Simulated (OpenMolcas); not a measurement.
## Computed transition rates of Ar2+

| Item | Value |
| --- | --- |
| Program | OpenMolcas |
| Method | SS-CASPT2, IPEA 0.25 Eh, imaginary shift 0.1 Eh (closed shells correlated: 2s 2p 3s) |
| Basis | ANO-R3 [6s5p4d2f1g] |
| Scalar Hamiltonian | X2C, finite nucleus |
| Active space | 4 electrons in 3 orbitals (3p) |
| State averaging | 2S+1 = 3 even, 3 roots; 2S+1 = 1 even, 6 roots |
| Spin-orbit coupling | state interaction with AMFI integrals over the reference wave functions, term energies averaged over their components |

Rates come from the transition moments of the reference wave functions (E1 and E2 in the length form). At fixed line strength A goes as λ^-3 for E1 and M1 and as λ^-5 for E2, so a rate at the computed wavelength can be rescaled to the measured one. Measured vacuum wavelengths follow from level energies in Saloman, J. Phys. Chem. Ref. Data 39, 033101 (2010). Branching counts decays inside the model space alone, at computed energies, and the table is only a selection of the E2 and M1 lines, drawn from those between levels with measured partners whose computed energy lies within a factor of 1.5 of the measured one.

```json
{"Upper": "3s² 3p⁴ ³P₀", "Lower": "3s² 3p⁴ ³P₁", "Type": "M1", "λ computed (nm)": "22550", "λ measured (nm)": "21830", "A computed (s-1)": "4.71e-03", "A rescaled (s-1)": "5.19e-03", "Branching %": "100.0"}
{"Upper": "3s² 3p⁴ ³P₁", "Lower": "3s² 3p⁴ ³P₂", "Type": "M1", "λ computed (nm)": "9552", "λ measured (nm)": "8991", "A computed (s-1)": "2.58e-02", "A rescaled (s-1)": "3.09e-02", "Branching %": "100.0"}
{"Upper": "3s² 3p⁴ ¹D₂", "Lower": "3s² 3p⁴ ³P₁", "Type": "M1", "λ computed (nm)": "761.5", "λ measured (nm)": "775.3", "A computed (s-1)": "7.83e-02", "A rescaled (s-1)": "", "Branching %": "20.9"}
{"Upper": "3s² 3p⁴ ¹D₂", "Lower": "3s² 3p⁴ ³P₂", "Type": "M1", "λ computed (nm)": "705.2", "λ measured (nm)": "713.8", "A computed (s-1)": "2.95e-01", "A rescaled (s-1)": "", "Branching %": "78.7"}
{"Upper": "3s² 3p⁴ ¹S₀", "Lower": "3s² 3p⁴ ¹D₂", "Type": "E2", "λ computed (nm)": "489.8", "λ measured (nm)": "519.3", "A computed (s-1)": "4.14e+00", "A rescaled (s-1)": "3.09e+00", "Branching %": "51.6"}
{"Upper": "3s² 3p⁴ ¹S₀", "Lower": "3s² 3p⁴ ³P₁", "Type": "M1", "λ computed (nm)": "298.1", "λ measured (nm)": "311", "A computed (s-1)": "3.83e+00", "A rescaled (s-1)": "", "Branching %": "47.8"}
{"Upper": "3s² 3p⁴ ¹S₀", "Lower": "3s² 3p⁴ ³P₂", "Type": "E2", "λ computed (nm)": "289.1", "λ measured (nm)": "300.6", "A computed (s-1)": "4.92e-02", "A rescaled (s-1)": "", "Branching %": "0.6"}
```

Spin-changing lines and M1 lines between different terms are not rescaled, since their strength hangs on the term gaps too.

The largest correction is for 3s² 3p⁴ ¹S₀ → 3s² 3p⁴ ¹D₂ (E2): 4.14e+00 × (489.8 / 519.3)^5 = 3.09e+00 s-1, a factor of 0.75.

The computed rate and branching of 3s² 3p⁴ ³P₁ → 3s² 3p⁴ ³P₂ give the upper level a radiative lifetime of 1.000 / 2.58e-02 s-1 = 3.88e+01 s, counting decays inside the model space alone. The rescaled rate gives about 3.2e+01 s.

No measured rate stands beside these. Rescaling mends the energy factor alone: line strengths can still be far off where a level mixes with configurations outside the active space, and weak or spin-changing lines hang on small mixing coefficients that depend on the term gaps too, so rescaling need not improve them.

CASPT2 does not keep the components of a term degenerate, so their means are used; among the terms shown or strongly mixed into the levels shown the widest spread is 180 cm-1 (3s² 3p⁴ ¹D). With the s shell closed, the reference lacks s² → p² mixing. Measured partners are found by configuration, term and J. A level has none where our copy of the source lacks it or the pairing is in doubt (some pairs that miss far off the trend of their configuration count as doubtful). Levels of configurations outside the active space are missing.
